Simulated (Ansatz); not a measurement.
Cost and result up the ladder for Ge14H24, a nanocrystal cut from cubic germanium (38 atoms). The state is a singlet with charge 0. Geometry: r2SCAN-D4/def2-SVP.

```
atom    x (Å)    y (Å)    z (Å)
 Ge1  -0.6305   1.5525  -4.2643
 Ge2  -2.1481   1.3659   3.7009
 Ge3  -1.2825   1.5665  -0.2310
 Ge4   1.6031   1.7594   2.4761
 Ge5   1.3713  -1.4903   0.2228
 Ge6   2.0393  -1.5270  -3.8078
 Ge7   0.4746  -1.6535   4.1499
 Ge8  -2.0493   0.8580  -2.4232
 Ge9   1.6878   0.8431  -4.1854
Ge10  -2.8401   0.7644   1.4537
Ge11   0.1587   0.7542   4.1494
Ge12   0.8786  -2.5171  -1.9215
Ge13   0.1090  -2.6310   1.9587
Ge14   1.0034   0.9125   0.2776
 H15  -1.2446   1.0193  -5.5756
 H16  -0.6602   3.0935  -4.3362
 H17  -3.0804   0.7064   4.7374
 H18  -2.2828   2.8950   3.8543
 H19  -1.3139   3.1136  -0.1980
 H20   1.4523   3.2940   2.5005
 H21   3.0771   1.4215   2.7784
 H22   2.8748  -1.7106   0.5167
 H23   1.6131  -2.2787  -5.0862
 H24   3.5517  -1.7650  -3.6172
 H25  -0.4614  -2.3088   5.1858
 H26   1.9272  -1.9516   4.5750
 H27  -3.4519   1.4593  -2.6529
 H28  -2.2017  -0.6743  -2.4286
 H29   2.3139   1.1830  -5.5550
 H30   2.4449   1.6572  -3.1213
 H31  -4.2311   1.3673   1.1671
 H32  -2.9654  -0.7667   1.3369
 H33   0.5435   1.2961   5.5458
 H34  -0.6421  -2.4720  -2.1600
 H35   1.2864  -4.0034  -1.8414
 H36  -1.3902  -2.5821   1.6073
 H37   0.5323  -4.1145   1.9823
 H38   1.9331   1.5640  -0.7711
```

Ansatz on 4 threads of AMD EPYC 7R13 on a shared host and a share (37 GiB) of an NVIDIA H100 80GB HBM3. Times are rough, and most runs start from the orbitals of an earlier one. PBE0-D4/def2-TZVP serves as the yardstick here, not as an exact answer. Differences are given only for rows in sets of like size (and for xTB, whose basis is part of the method), since another set adds its own error. Binding counts from free atoms at the same level (Ge triplet, H doublet; other spins of the atoms weren't run), without zero-point energy or a counterpoise term.

Correlated methods freeze 126 core orbitals; core or outer-core shells of Ge are correlated, in sets that lack core-valence functions. The rows differ in basis, and correlated rows in double-zeta sets carry the largest basis error. Single mean-field runs in def2-SVP, def2-TZVP are fitted with def2-universal-jkfit.

Correlated methods converge slowly with the basis, most of all in double-zeta sets.

```json
{"level": "BHLYP-D4/def2-TZVP", "functions": "816", "binding energy per atom (eV)": "2.79", "difference from PBE0-D4/def2-TZVP (eV)": "-0.02"}
{"level": "PBE0-D4/def2-SVP", "functions": "568", "binding energy per atom (eV)": "2.81", "difference from PBE0-D4/def2-TZVP (eV)": "–"}
{"level": "revPBE-D4/def2-TZVP (with forces)", "functions": "816", "binding energy per atom (eV)": "2.74", "difference from PBE0-D4/def2-TZVP (eV)": "-0.07"}
{"level": "PBE0-D4/def2-TZVP (with forces)", "functions": "816", "binding energy per atom (eV)": "2.81", "difference from PBE0-D4/def2-TZVP (eV)": "0.00"}
{"level": "MP2/def2-SVP", "functions": "568", "binding energy per atom (eV)": "2.63", "difference from PBE0-D4/def2-TZVP (eV)": "–"}
{"level": "PBE-D4/def2-TZVP", "functions": "816", "binding energy per atom (eV)": "2.81", "difference from PBE0-D4/def2-TZVP (eV)": "0.00"}
{"level": "PBE-D4/def2-SVP", "functions": "568", "binding energy per atom (eV)": "2.80", "difference from PBE0-D4/def2-TZVP (eV)": "–"}
{"level": "r2SCAN-D4/def2-TZVP", "functions": "816", "binding energy per atom (eV)": "2.85", "difference from PBE0-D4/def2-TZVP (eV)": "0.04"}
```

Problem. Estimate how long each takes.

Solution. PBE0-D4/def2-SVP 7 s; PBE-D4/def2-TZVP 7.5 s; revPBE-D4/def2-TZVP (with forces) 7.5 s; PBE-D4/def2-SVP 7.5 s; r2SCAN-D4/def2-TZVP 8 s; PBE0-D4/def2-TZVP (with forces) 12 s; MP2/def2-SVP 12 s; BHLYP-D4/def2-TZVP 13 s. On shared hardware such times vary by a factor of up to 3.
